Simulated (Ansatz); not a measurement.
ReO₂. Total charge 0; doublet. Geometry relaxed at PBE0-D4/def2-TZVP.

```xyz
3

Re    0.259    0.200   -0.495
O     1.029    0.249    0.996
O    -1.288   -0.449   -0.502
```

In the def2 sets Re takes a core potential; there is no spin–orbit coupling. The charge 0 doublet is spin-contaminated (final ⟨S²⟩ up to 1.19, 0.75 for a pure state). At PBE0-D4/def2-TZVP a quartet of charge 0 lies 0.36 eV below the doublet, each at its own geometry. The structure comes from a short search, and lower isomers may exist.

Estimate the harmonic wavenumbers at UKS PBE0-D4/def2-TZVP (Ansatz, unscaled). Is this a minimum?

282, 1011, 1081 cm⁻¹. Yes, no mode is imaginary beyond noise. Zero-point energy 14.2 kJ/mol. Hardware: 2 threads of Intel Xeon Platinum 8375C on a shared host. Wall time 13 s.
